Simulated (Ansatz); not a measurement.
Relaxation of CH4LiNSi (8 atoms, charge 0, multiplicity 1), to a largest force component of 0.015 eV/Å in at most 40 steps.

Level of theory: RKS PBE/def2-SVP in Ansatz 0.2.0.

```xyz
8
Properties=species:S:1:pos:R:3
Li -1.273 2.440 0.097
N -0.218 1.266 -0.601
C -0.320 0.190 0.267
Si 0.686 -1.270 0.274
H 0.395 1.003 -1.364
H -0.951 0.393 1.144
H 1.399 -1.644 -0.937
H 0.282 -2.380 1.120
```

Question: Where does it end, and by what steps?

Answer: It converged. After 13 steps the energy has fallen by 0.375 eV; Li1 moved furthest, 0.41 Å. Joined: Li1–H6.

```csv
step,energy less start (eV),largest force component (eV/Å),accepted
0,0.0000,1.165,yes
1,-0.1440,1.060,yes
2,-0.2531,1.368,yes
3,-0.2665,1.468,yes
4,-0.3385,0.200,yes
5,-0.3431,0.148,yes
6,-0.3483,0.093,yes
7,-0.3685,0.298,yes
8,-0.3723,0.233,yes
9,-0.3742,0.109,yes
10,-0.3753,0.040,yes
11,-0.3754,0.041,yes
12,-0.3753,0.029,no
13,-0.3755,0.005,yes
```

```xyz
8
Properties=species:S:1:pos:R:3
Li -1.304 2.131 0.362
N -0.235 1.238 -0.716
C -0.194 0.233 0.163
Si 0.964 -1.184 0.504
H 0.394 1.082 -1.514
H -0.904 0.386 1.047
H 1.298 -1.677 -0.903
H -0.020 -2.208 1.057
```

Whether the end is a true minimum wasn't checked by a vibrational analysis.

Time of the run: 29 s on 1 thread of Intel(R) Xeon(R) Platinum 8488C (Sapphire Rapids), on a shared host, peak memory 0.16 GiB.
